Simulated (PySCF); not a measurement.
An unknown is described by computed data only.

Formula: C5H10NPSi2.

* 13C NMR: chemical shifts (computed TMS as zero) by class: 114.0 (1 C), 105.1 (1 C), 89.8 (1 C), 84.2 (1 C), 6.0 (1 C) ppm [GIAO PBE0/pcSseg-1]
* Dipole: 2.15 D [PBE0/pcSseg-1]
* Rotational structure: rotational constants A, B, C: 0.876, 0.704, 0.466 GHz [GFN2-xTB]
* 1H NMR: chemical shifts (computed TMS as zero) by class: 4.26 (1 H), 4.21 (1 H), 2.07 (3 H), 1.91 (1 H), 1.02 (2 H), 0.76 (2 H) ppm [GIAO PBE0/pcSseg-1]
* NMR, other nuclei: isotropic shieldings of nuclei other than C and H, by class: 245 (1 N), 388 (1 Si), 446 (1 Si), 606 (1 P) ppm [GIAO PBE0/pcSseg-1]

The electronic properties come from PySCF, for the isolated species, density fitting. Levels stand in brackets. Geometry: GFN2-xTB, one conformer, isolated molecule. NMR values are class means; diastereotopic atoms form classes of their own.

Q: Propose a structure and show how it fits.

A: Numbering: `[CH:1]#[C:2][SiH2:3][Si@:4]([NH2:5])([PH2:6])[C:7]#[C:8][CH3:9]`. 5 carbons fall into 5 classes; from least to most shielded: alkyne carbon [C8] (114.0 ppm), terminal alkyne carbon [C1] (105.1 ppm), alkyne carbon [C7] (89.8 ppm), alkyne carbon [C2] (84.2 ppm), propargylic carbon [C9] (6.0 ppm). Hydrogen classes from least to most shielded: 1 H on an SiH2 silicon, Si3 (4.26 ppm), 1 H on an SiH2 silicon, Si3 (4.21 ppm), 3 H on a propargylic carbon, C9 (2.07 ppm), 1 H on a terminal alkyne carbon, C1 (1.91 ppm), 2 H on a three-coordinate phosphorus, P6 (1.02 ppm), 2 H on a silicon-bound nitrogen, N5 (0.76 ppm). The other shieldings belong to: 245 ppm, silicon-bound nitrogen [N5]; 388 ppm, four-coordinate silicon [Si4]; 446 ppm, SiH2 silicon [Si3]; 606 ppm, three-coordinate phosphorus [P6]. The optimised geometry has point group C1 and is an asymmetric top. Structure: `C#C[SiH2][Si@](N)(P)C#CC`. The assignments are read from this structure; whether some other isomer fits the data as well wasn't checked. The mirror image fits equally.

The values belong to the conformer `[CH:1]#[C:2][SiH2:3][Si@:4]([NH2:5])([PH2:6])[C:7]#[C:8][CH3:9]`: C2–Si3–Si4–N5 -62°, H–N5–Si4–Si3 56°, H–N5–Si4–Si3 -164°, H–P6–Si4–Si3 -59°, H–P6–Si4–Si3 34°.
